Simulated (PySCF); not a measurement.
(E)-1-bromo-1-fluoroprop-1-ene (C3H4BrF), SMILES C(/C)=C(/F)Br. Heavy atoms are numbered as in [CH3:1]/[CH:2]=[C:3](\[F:4])[Br:5]. Hydrogens are named by the atom that carries them.

Geometry: B3LYP-D3(BJ)/def2-SVP.

Computed with PBE0/def2-TZVP run with PySCF.

ESP charges are fitted to the potential on shells at 1.4 to 2.0 van der Waals radii. Atomic charges (e), one atom of each kind:

```json
[
 {"atom": "C1 (CH3)", "meta-Löwdin": "-0.34", "ESP fit": "-0.27", "Löwdin": "-0.30"},
 {"atom": "C2 (CH)", "meta-Löwdin": "-0.17", "ESP fit": "0.01", "Löwdin": "-0.23"},
 {"atom": "C3", "meta-Löwdin": "0.23", "ESP fit": "-0.06", "Löwdin": "-0.58"},
 {"atom": "F4", "meta-Löwdin": "-0.24", "ESP fit": "-0.05", "Löwdin": "0.20"},
 {"atom": "Br5", "meta-Löwdin": "-0.01", "ESP fit": "-0.03", "Löwdin": "0.34"},
 {"atom": "H on C1", "meta-Löwdin": "0.13", "ESP fit": "0.10", "Löwdin": "0.13"},
 {"atom": "H on C2", "meta-Löwdin": "0.14", "ESP fit": "0.09", "Löwdin": "0.15"}
]
```

Computed Mayer and Wiberg (Löwdin basis) orders of the bonds:
| bond | Mayer | Wiberg |
|---|---|---|
| C1–C2 | 0.98 | 1.30 |
| C2–C3 | 1.86 | 2.03 |
| C3–F4 | 1.08 | 1.76 |
| C3–Br5 | 1.12 | 1.63 |
